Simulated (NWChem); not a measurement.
Program: NWChem. System: digermane (H6Ge2), charge 0, spin multiplicity 1, at a geometry optimised with PBE0/def2-SVP. Level: RHF/def2-TZVP.

Part of the output:

```
             Northwest Computational Chemistry Package (NWChem) 7.3.0
             --------------------------------------------------------

                                NWChem Input Module
                                -------------------

 Scaling coordinates for geometry "geometry" by  1.889725989
 (inverse scale =  0.529177249)

 Turning off AUTOSYM since
 SYMMETRY directive was detected!

                             Geometry "geometry" -> ""
                             -------------------------

 Output coordinates in angstroms (scale by  1.889725989 to convert to a.u.)

  No.       Tag          Charge          X              Y              Z
 ---- ---------------- ---------- -------------- -------------- --------------
    1 Ge                  32.0000     1.21034100     0.05113400     0.00000000
    2 Ge                  32.0000    -1.21034100    -0.05113400     0.00000000
    3 H                    1.0000     1.71520000     0.79514000     1.25063600
    4 H                    1.0000     1.71520000     0.79514000    -1.25063600
    5 H                    1.0000     1.80661500    -1.36905900     0.00000000
    6 H                    1.0000    -1.71520000    -0.79514000     1.25063600
    7 H                    1.0000    -1.71520000    -0.79514000    -1.25063600
    8 H                    1.0000    -1.80661500     1.36905900     0.00000000

 Effective nuclear repulsion energy (a.u.)     322.9365348145

            Nuclear Dipole moment (a.u.)
            ----------------------------
        X                 Y               Z
 ---------------- ---------------- ----------------
    -0.0000000000     0.0000000000     0.0000000000

      Symmetry information
      --------------------

 Group name             C2h
 Group number             21
 Group order               4
 No. of unique centers     3

      Symmetry unique atoms

     1    3    5


 Summary of "ao basis" -> "" (spherical)
 ------------------------------------------------------------------------------
       Tag                 Description            Shells   Functions and Types
 ---------------- ------------------------------  ------  ---------------------
 *                         def2-tzvp                  on all atoms

 Summary of "ao basis" -> "ao basis" (spherical)
 ------------------------------------------------------------------------------
       Tag                 Description            Shells   Functions and Types
 ---------------- ------------------------------  ------  ---------------------
[...]
  ----- ------------  ---------------      ----- ------------  ---------------
    17      0.229211  1 Ge py                65     -0.229211  2 Ge py
   110     -0.197955  5 H  s                128     -0.197955  8 H  s
    20      0.163828  1 Ge py                68     -0.163828  2 Ge py

 Vector   35  Occ=2.000000D+00  E=-3.928750D-01  Symmetry=ag
              MO Center=  2.6D-14,  1.5D-15, -4.6D-15, r^2= 3.3D+00
   Bfn.  Coefficient  Atom+Function         Bfn.  Coefficient  Atom+Function
  ----- ------------  ---------------      ----- ------------  ---------------
    16      0.331975  1 Ge px                64     -0.331975  2 Ge px
    19      0.223859  1 Ge px                67     -0.223859  2 Ge px

 Vector   36  Occ=0.000000D+00  E= 1.271130D-01  Symmetry=bu
              MO Center= -3.4D-16, -1.2D-16, -1.0D-15, r^2= 8.7D+00
   Bfn.  Coefficient  Atom+Function         Bfn.  Coefficient  Atom+Function
  ----- ------------  ---------------      ----- ------------  ---------------
     6      2.482162  1 Ge s                 54     -2.482162  2 Ge s
    19     -1.842878  1 Ge px                67     -1.842878  2 Ge px
    41      0.292117  1 Ge d  2              89     -0.292117  2 Ge d  2
    99     -0.231226  3 H  s                105     -0.231226  4 H  s
   111     -0.231076  5 H  s                117      0.231226  6 H  s

 Vector   37  Occ=0.000000D+00  E= 1.374656D-01  Symmetry=ag
              MO Center=  1.0D-15,  1.4D-14,  8.8D-14, r^2= 8.2D+00
   Bfn.  Coefficient  Atom+Function         Bfn.  Coefficient  Atom+Function
  ----- ------------  ---------------      ----- ------------  ---------------
     6      1.543201  1 Ge s                 54      1.543201  2 Ge s
    99     -0.823400  3 H  s                105     -0.823400  4 H  s
   111     -0.823389  5 H  s                117     -0.823400  6 H  s
   123     -0.823400  7 H  s                129     -0.823389  8 H  s
    19      0.660352  1 Ge px                67     -0.660352  2 Ge px

 Vector   38  Occ=0.000000D+00  E= 1.405366D-01  Symmetry=bu
              MO Center=  1.9D-14, -1.4D-13,  7.0D-14, r^2= 5.6D+00
   Bfn.  Coefficient  Atom+Function         Bfn.  Coefficient  Atom+Function
  ----- ------------  ---------------      ----- ------------  ---------------
    20      0.983255  1 Ge py                68      0.983255  2 Ge py
   111      0.952739  5 H  s                129     -0.952739  8 H  s
    99     -0.476367  3 H  s                105     -0.476367  4 H  s
   117      0.476367  6 H  s                123      0.476367  7 H  s

 center of mass
 --------------
 x =   0.00000000 y =   0.00000000 z =   0.00000000

 moments of inertia (a.u.)
 ------------------
          46.490403632217         -34.505556155814           0.000000000000
         -34.505556155814         861.783405969191           0.000000000000
           0.000000000000           0.000000000000         863.240419947829

  Mulliken analysis of the total density
  --------------------------------------

    Atom       Charge   Shell Charges
 -----------   ------   -------------------------------------------------------
    1 Ge  32    31.96   2.00  2.00  1.16  0.80  0.76  0.60  5.98  4.44  1.56  1.47  0.98  8.91  1.10  0.06  0.12  0.02
    2 Ge  32    31.96   2.00  2.00  1.16  0.80  0.76  0.60  5.98  4.44  1.56  1.47  0.98  8.91  1.10  0.06  0.12  0.02
    3 H    1     1.01   0.23  0.57  0.21  0.01
    4 H    1     1.01   0.23  0.57  0.21  0.01
    5 H    1     1.01   0.23  0.57  0.21  0.01
    6 H    1     1.01   0.23  0.57  0.21  0.01
    7 H    1     1.01   0.23  0.57  0.21  0.01
    8 H    1     1.01   0.23  0.57  0.21  0.01

       Multipole analysis of the density wrt the origin
       ------------------------------------------------

     L   x y z        total         open         nuclear
     -   - - -        -----         ----         -------
     0   0 0 0     -0.000000      0.000000     70.000000

     1   1 0 0      0.000000      0.000000     -0.000000
     1   0 1 0      0.000000      0.000000      0.000000
     1   0 0 1      0.000000      0.000000      0.000000

     2   2 0 0    -31.101588      0.000000    400.139832
     2   1 1 0     -0.033165      0.000000     15.960888
     2   1 0 1      0.000000      0.000000      0.000000
     2   0 2 0    -30.316327      0.000000     23.015422
     2   0 1 1     -0.000000      0.000000      0.000000
     2   0 0 2    -30.314911      0.000000     22.341870

 Task  times  cpu:        2.2s     wall:        2.2s

 Total times  cpu:        2.2s     wall:        2.2s
```

Task: Write an NWChem input that would produce this output.

Result: One answer among several that fit: 
```
start mol
memory heap 200 mb stack 900 mb global 1100 mb
geometry units angstroms nocenter noautoz
  Ge     1.210341     0.051134     0.000000
  Ge    -1.210341    -0.051134     0.000000
  H      1.715200     0.795140     1.250636
  H      1.715200     0.795140    -1.250636
  H      1.806615    -1.369059     0.000000
  H     -1.715200    -0.795140     1.250636
  H     -1.715200    -0.795140    -1.250636
  H     -1.806615     1.369059     0.000000
  symmetry group C2h
end
basis spherical
  * library def2-tzvp
end
scf
  rhf
  nopen 0
  maxiter 100
  thresh 1e-7
  semidirect memsize 60000000 filesize 0
end
task scf energy
```
